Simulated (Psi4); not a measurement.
C2H2Cl, doublet (typed; the unrestricted solution is spin-contaminated), at a GFN2-xTB geometry; MP2/def2-SVP in Psi4.

Psi4 was given this input:
```
memory 2 GB

molecule {
0 2
  C     0.10210539    0.67520826    0.00485216
  C     1.34731481    1.04507097    0.01187153
  Cl   -0.73486159   -0.75123729   -0.00767688
  H     2.19266263    0.35806744    0.01041576
  H     1.60346329    2.09129104    0.01974902
}

set basis def2-svp
set reference uhf
set freeze_core true
set mp2_type conv
set scf_type pk
set puream true
set d_convergence 1e-8

energy('mp2')
print_variables()
```

Output, abridged:

```
   => Loading Basis Set <=

    Name: DEF2-SVP
    Role: ORBITAL
    Keyword: BASIS

         ---------------------------------------------------------
                                   SCF
               by Justin Turney, Rob Parrish, Andy Simmonett
                          and Daniel G. A. Smith
                              UHF Reference
         ---------------------------------------------------------

  ==> Geometry <==

    Molecular point group: c1
    Full point group: C1

    Geometry (in Angstrom), charge = 0, multiplicity = 2:

       Center              X                  Y                   Z               Mass
    ------------   -----------------  -----------------  -----------------  -----------------
         C            0.175540334175     0.726992408955     0.005464882638    12.000000000000
         C            1.420749754175     1.096855118955     0.012484252638    12.000000000000
         CL          -0.661426645825    -0.699453141045    -0.007064157362    34.968852682000
         H            2.266097574175     0.409851588955     0.011028482638     1.007825032230
         H            1.676898234175     2.143075188955     0.020361742638     1.007825032230

  Running in c1 symmetry.

  Rotational constants: A =      3.97372  B =      0.19523  C =      0.18609 [cm^-1]
  Rotational constants: A = 119129.06996  B =   5852.85858  C =   5578.77132 [MHz]
  Nuclear repulsion =   81.437423780800913

  Charge       = 0
  Multiplicity = 2
  Electrons    = 31
  Nalpha       = 16
  Nbeta        = 15

  ==> Algorithm <==

  SCF Algorithm Type is PK.
  DIIS enabled.
  MOM disabled.
  Fractional occupation disabled.
  Guess Type is SAD.
  Energy threshold   = 1.00e-08
  Density threshold  = 1.00e-08
  Integral threshold = 1.00e-12

  ==> Primary Basis <==

  Basis Set: DEF2-SVP
    Blend: DEF2-SVP
    Number of shells: 26
    Number of basis functions: 56
    Number of Cartesian functions: 59
    Spherical Harmonics?: true
    Max angular momentum: 2

  ==> Integral Setup <==

  Using in-core PK algorithm.
   Calculation information:
      Number of atoms:                   5
      Number of AO shells:              26
      Number of primitives:             52
      Number of atomic orbitals:        59
      Number of basis functions:        56

      Integral cutoff                 1.00e-12
      Number of threads:                 1

  Performing in-core PK
  Using 2548812 doubles for integral storage.
  We computed 58584 shell quartets total.
[...]
  @UHF Final Energy:  -536.10452096525205
    Total Energy =                       -536.1045209652520498
  DIE_IF_NOT_CONVERGED          => (empty)
[...]
  WFN                           => (empty)
  WFN_TYPE                      => OMP2            !
  WRITER_FILE_LABEL             => (empty)
  ZORA_BASIS_TOLERANCE          => (empty)
  ZORA_NR_DEBUG                 => (empty)
  ZORA_PRUNING_SCHEME           => (empty)
  ZORA_RADIAL_POINTS            => (empty)
  ZORA_SPHERICAL_POINTS         => (empty)

 ==============================================================================
 ==============================================================================
 ==============================================================================

                             MP2
                    Program Written by Ugur Bozkaya,
              Additional Contributions by J. P. Misiewicz

 ==============================================================================
 ==============================================================================
 ==============================================================================

	MO spaces per irreps...

	IRREP   FC   AOCC  BOCC  AVIR    BVIR  FV
	==========================================
	   A     7     9     8    40     41     0
	==========================================

	Computing MP2 energy using SCF MOs (Canonical MP2)...
	==============================================================================
	Nuclear Repulsion Energy (a.u.)    :    81.43742378080091
	SCF Energy (a.u.)                  :  -536.10452096525205
	REF Energy (a.u.)                  :  -536.10452096525205
	Alpha-Alpha Contribution (a.u.)    :    -0.04946725590133
	Alpha-Beta Contribution (a.u.)     :    -0.26699908695362
	Beta-Beta Contribution (a.u.)      :    -0.04360099190118
	Scaled_SS Correlation Energy (a.u.):    -0.03102274926750
	Scaled_OS Correlation Energy (a.u.):    -0.32039890434435
	SCS-MP2 Total Energy (a.u.)        :  -536.45594261886390
	SOS-MP2 Total Energy (a.u.)        :  -536.45161977829173
	SCSN-MP2 Total Energy (a.u.)       :  -536.26832108138444
	SCS-MP2-VDW Total Energy (a.u.)    :  -536.49281392045407
	SOS-PI-MP2 Total Energy (a.u.)     :  -536.47831968698711
	MP2 Correlation Energy (a.u.)      :    -0.36006733475613
	MP2 Total Energy (a.u.)            :  -536.46458830000813
	==============================================================================

  Variable Map:
  ----------------------------------------------------------------------------
[...]
  Array Variable Map:
  ----------------------------------------------------------------------------
[...]
[...]
```
